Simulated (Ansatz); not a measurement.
The lowest singlet and triplet of OS (SMILES O=S); geometries from B3LYP-D3(BJ)/def2-TZVP, each state relaxed from the structure named, with no frequency check, low spin by broken symmetry.
Singlet (charge 0, multiplicity 1):
| atom | x (Å) | y (Å) | z (Å) |
|---|---|---|---|
| O | 0.0000 | 0.0000 | -0.9930 |
| S | 0.0000 | 0.0000 | 0.4965 |
Triplet (charge 0, multiplicity 3):
```xyz
2

O      0.0000     0.0000    -0.9933
S      0.0000     0.0000     0.4966
```

A positive gap puts the triplet lower; no zero-point energy. R- takes a restricted singlet, here one determinant of a half-filled degenerate or near-degenerate pair, which mixes singlet states. The triplet is unrestricted in single-reference levels. Active spaces average the two states.

Frozen-core correlation.

Run with Ansatz (a quantum-chemistry and plane-wave program). Each number belongs to the level named beside it.

Question: Predict the gap E(singlet) − E(triplet), adiabatic from R-CCSD(T)/cc-pV(Q+d)Z.

Answer: 22.8 kcal/mol

Question: Estimate the gap E(singlet) − E(triplet), adiabatic that FIC-MRCISD+Q on SA-CASSCF(12,8)/cc-pV(Q+d)Z returns for this input.

Answer: 17.0 kcal/mol

Question: What gap E(singlet) − E(triplet), adiabatic does R-PBE/def2-TZVPP give?

Answer: 28.7 kcal/mol

Doubts at one or more of the structures used: a restricted determinant that unrestricted orbitals would lower (R-PBE/def2-TZVPP, R-CCSD(T)/cc-pV(Q+d)Z).
